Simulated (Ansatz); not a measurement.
Molecule (SMILES): [GeH3] (GeH3), doublet.
Atoms: Ge1, H2, H3, H4. Bonds: Ge1-H2, Ge1-H3, Ge1-H4.

Basis-set convergence of the optimised Ge1-H2 bond length at MP2 with Ansatz (a first-principles code). The reference of a correlated method is not its basis-set limit, which lies further on. Cartesian d functions, on some or all atoms, in 6-31G*; all else is spherical. Cores are frozen (with 3d on Ga to Br). Open shells are unrestricted. No added dispersion term, no relativity. Reference: the value in def2-QZVPP, 1.5353 Å, itself unsure by roughly 0.0003 Å (its distance from cc-pVQZ).

```
basis        functions  optimised Ge1-H2 bond length (Å)
-----------  ---------  --------------------------------
6-31G*              41                            1.5478
cc-pVDZ             42                                 ?
def2-SVP            47                            1.5362
6-311G**            62                                 ?
aug-cc-pVDZ         63                            1.5416
def2-TZVP           66                            1.5387
cc-pVTZ             85                                 ?
pcseg-2             85                            1.5357
def2-TZVPP          90                            1.5377
def2-TZVPPD        105                            1.5376
aug-cc-pVTZ        128                                 ?
cc-pVQZ            158                            1.5355
def2-QZVPP         179                            1.5353
```

Question: Some entries are withheld; supply them.

Answer: 
- cc-pVDZ, optimised Ge1-H2 bond length (Å): 1.5396
- 6-311G**, optimised Ge1-H2 bond length (Å): 1.5334
- cc-pVTZ, optimised Ge1-H2 bond length (Å): 1.5365
- aug-cc-pVTZ, optimised Ge1-H2 bond length (Å): 1.5371
